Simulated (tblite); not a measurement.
C₄H₃Cl₂F₃ (charge +1 and doublet state).
Z-matrix (Å and degrees, GFN2-xTB geometry), rows numbered from 1:
```
C 
C   1  1.3261
C   2  1.5166  1  126.34
Cl  3  1.7842  2  114.58  1   137.24
Cl  3  1.7592  2  115.30  1     5.47
C   2  1.5406  1  120.74  3  -178.89
F   6  1.3191  2  111.43  1    17.60
F   6  1.3332  2  110.26  1  -102.76
F   6  1.3345  2  110.43  1   138.31
H   1  1.0786  2  123.77  3     4.31
H   1  1.0840  2  120.52  3  -175.73
H   3  1.1150  2  105.18  1  -110.26
```

The geometry is computed with GFN2-xTB (gas phase). This method treats the open shell by occupation alone, without spin polarisation.

Take the most abundant isotopes and a rigid rotor. The values belong to one conformer with, in the numbering `[CH2+:1][C:2]([CH:3]([Cl:4])[Cl:5])[C:6]([F:7])([F:8])[F:9]`, H–C1–C2–C3 4° and -176°, C1–C2–C3–Cl4 137°.

**Question.** Give the principal moments of inertia and the rotational constants in MHz.

**Answer.** Ia = 282.83, Ib = 586.09, Ic = 759.75 u·Å²; 505379 MHz·u·Å²/I gives A = 1787, B = 862.3, C = 665.2 MHz.

**Question.** Classify the top.

**Answer.** An asymmetric top; Ray's κ = -0.649.

**Question.** Is it planar, by Δ = Ic − Ia − Ib?

**Answer.** Not planar: Δ = Ic − Ia − Ib = -109.17 u·Å². For a rigid frame Δ = −2 Σ m c², so Σ m c² = 54.59 u·Å² lies off the ab plane: 3.19 from hydrogen and 51.40 from heavier atoms. The atom farthest from that plane is 1.46 Å away.

**Question.** Give the other two planar moments, Paa and Pbb, and the rms extents of the mass along the axes.

**Answer.** Paa = Σ m a² = (Ib + Ic − Ia)/2 = 531.50 and Pbb = Σ m b² = (Ia + Ic − Ib)/2 = 228.25 u·Å². With the mass M = 177.96 u, the rms extents √(P/M) along a, b and c are 1.73, 1.13, 0.55 Å.

**Question.** Give the coordinates in the principal-axis frame, origin at the centre of mass.

**Answer.** The sense of each axis is arbitrary; atoms in the order of the calculation.
```json
{"atom": "C1", "mass (u)": "12.000", "a (Å)": "0.178", "b (Å)": "-2.089", "c (Å)": "0.509"}
{"atom": "C2", "mass (u)": "12.000", "a (Å)": "0.213", "b (Å)": "-0.837", "c (Å)": "0.073"}
{"atom": "C3", "mass (u)": "12.000", "a (Å)": "-0.978", "b (Å)": "-0.001", "c (Å)": "-0.356"}
{"atom": "Cl4", "mass (u)": "34.969", "a (Å)": "-0.952", "b (Å)": "1.684", "c (Å)": "0.229"}
{"atom": "Cl5", "mass (u)": "34.969", "a (Å)": "-2.550", "b (Å)": "-0.751", "c (Å)": "-0.111"}
{"atom": "C6", "mass (u)": "12.000", "a (Å)": "1.552", "b (Å)": "-0.088", "c (Å)": "-0.064"}
{"atom": "F7", "mass (u)": "18.998", "a (Å)": "2.573", "b (Å)": "-0.923", "c (Å)": "-0.071"}
{"atom": "F8", "mass (u)": "18.998", "a (Å)": "1.712", "b (Å)": "0.763", "c (Å)": "0.950"}
{"atom": "F9", "mass (u)": "18.998", "a (Å)": "1.576", "b (Å)": "0.620", "c (Å)": "-1.195"}
{"atom": "H10", "mass (u)": "1.008", "a (Å)": "-0.719", "b (Å)": "-2.686", "c (Å)": "0.545"}
{"atom": "H11", "mass (u)": "1.008", "a (Å)": "1.082", "b (Å)": "-2.575", "c (Å)": "0.858"}
{"atom": "H12", "mass (u)": "1.008", "a (Å)": "-0.871", "b (Å)": "0.112", "c (Å)": "-1.460"}
```

**Question.** List the rotational levels J(Ka,Kc) to J = 2 (cm⁻¹).

**Answer.** Above 0(0,0):
J = 1: 1(0,1) 0.0510, 1(1,1) 0.0818, 1(1,0) 0.0884
J = 2: 2(0,2) 0.1519, 2(1,2) 0.1771, 2(1,1) 0.1968, 2(2,1) 0.2894, 2(2,0) 0.2903

**Question.** Estimate the classical rotational partition function at 100 K, 298.15 K and 500 K.

**Answer.** Point group C1, symmetry number σ = 1; q = (√π/σ)·√((kT/h)³/(ABC)), k/h = 20836.6 MHz/K: 167000 at 100 K, 857000 at 298.15 K, 1860000 at 500 K.

For this open shell read J as N, the rotation without spin; fine and hyperfine splittings come on top. Its GFN2-xTB frequencies are all real (lowest 19 cm⁻¹). No vibrational averaging or centrifugal distortion is included, and the geometry carries the error of its method.
